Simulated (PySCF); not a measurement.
**Polarisability and C₆ of P (phosphorus, neutral)**

[Ne] 3s2 3p3, high-spin 4S determinant. Computed with PySCF 2.14 in aug-cc-pCVTZ-DK (8s7p5d3f, 75 functions), with the spin-free X2C one-electron Hamiltonian (Gaussian nucleus). Coupled (time-dependent) response in atomic units; α is the mean over directions.

```
 method  mean α (bohr³)  C₆ (like pair)  S(−4)
    UHF           25.42           188.6  192.6
    PBE           27.28           204.4  245.5
   PBE0           26.27           195.3  217.6
 revPBE           27.19           203.8  241.9
wB97X-V           25.91           192.0  208.5
```

S(−4) is the Cauchy moment in α(ω) = α(0) + S(−4) ω² + …

Reference α: 25 ± 1 bohr³ (recommended; Schwerdtfeger and Nagle, table of static dipole polarizabilities (2023 update)). Published C₆: 185.0 (Chu and Dalgarno (2004); Tang, Norbeck and Certain (1976)).

α(iu) at PBE:

```csv
u (hartree),α(iu) (bohr³)
0,27.28
0.0500,26.69
0.100,25.09
0.200,20.51
0.300,16.02
0.500,9.755
0.750,5.704
1.00,3.675
1.50,1.881
2.00,1.153
3.00,0.5823
5.00,0.2562
```
